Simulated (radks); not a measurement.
Removal energies from the sulfur ion S10+, [He] 2s2 2p2, by Delta-SCF beside the eigenvalue of the level emptied. All-electron calculation, scalar-relativistic Kohn-Sham, PBE, spin-polarised, spherical densities, finite nucleus; Fermi nuclear charge, rms radius of each element as measured or else 0.836 A^(1/3) + 0.57 fm. Program: a radial shooting solver on a logarithmic mesh with Libxc functionals. Open shells are filled with parallel spins first.

removed from,final configuration,Delta-SCF (eV),-eigenvalue (eV)
2p,[He] 2s2 2p1,506.11,477.45
2s,[He] 2s1 2p2,528.62,507.40
1s,1s1 2s2 2p2,2882.3,2793.2
